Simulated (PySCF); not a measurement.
## Simulated characterisation data

All values are calculated (PySCF 2.14): structure optimised with GFN2-xTB, GIAO PBE0/pcSseg-1 shieldings. One averaged value for each set of equivalent atoms, one computed conformer, no relativistic terms, isolated molecule.

Referencing at the same level of theory: 1H (σref 31.72) and 13C (σref 186.93) against TMS. Splittings of carbon signals by F and P are missing where no couplings were computed. Where no couplings were computed, multiplicities follow the n + 1 count of equivalent neighbours, and m marks all less simple cases (inequivalent or close neighbours, rings, F or P nearby). Shifts are as computed. Against solution values, carbons near 30 ppm lie about +3 ppm off and those near 130 ppm about +5 ppm. Of 1211 compounds with measured shifts, 218 miss one by over three times the rms of a fit or turn the order of signals round; such compounds aren't used in these exercises.

Compound 1 (C₁₁H₇F). 1H NMR (400 MHz, computed): δ 7.94 (m, 1H), 7.68 (t, 1H), 7.48 (m, 1H), 7.32 (m, 1H), 3.14 (s, 1H), 1.41 (m, 2H). 13C{1H} NMR (computed): δ 173.2, 142.3, 138.0, 124.2, 123.5, 123.2, 121.5, 121.1, 93.8, 87.2, 7.9. Structure: `InChI=1S/C11H7F/c1-2-8-5-6-10(12)7-11(8)9-3-4-9/h1,3,5-7H,4H2`.

Compound 2 (C₁₁H₇F). 1H NMR (400 MHz, computed): δ 7.22 (m, 1H), 7.21 (m, 1H), 5.84 (m, 1H), 3.51 (m, 1H), 3.17 (m, 1H), 1.79 (s, 1H), 1.33 (d, 1H). 13C{1H} NMR (computed): δ 194.4 (C), 160.1 (CH), 149.9 (CH), 121.2 (CH), 88.3 (C), 87.8 (C), 82.5 (CH), 79.1 (CH), 74.7 (CH), 59.6 (CH), 55.4 (C). Structure: SMILES C#C[C@@H]1[C@H]2C=C[C@]1(C#C)C=C2F.
